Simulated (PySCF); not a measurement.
C3H6NO, SMILES CN(C=O)[CH2], multiplicity 2.

Coordinates come from a PBE0-D3(BJ)/def2-SVP optimisation. The isomer is the one that the SMILES or the coordinates give; other isomers of the formula were not compared. The values are those of a single conformer.

All values below come from r2SCAN/def2-TZVP (PySCF).

Isolated molecule, no solvent.

```json
{
 "total_energy": "-247.81604 hartree",
 "point_group": "Cs",
 "α spin, highest occupied and lowest empty level": "-4.36 and -0.36 eV",
 "β spin, highest occupied and lowest empty level": "-6.33 and -2.21 eV",
 "dipole_moment": "4.06 D",
 "quadrupole, principal values (traceless, Buckingham form, about the centre of nuclear charge)": "-5.12, -0.50, 5.63 D·Å",
 "mean_static_polarisability": "50.8 bohr³ (7.52 Å³)",
 "polarisability_principal_values": "34.3, 54.6, 63.4 bohr³",
 "⟨S²⟩": "0.759 (pure state 0.75)"
}
```
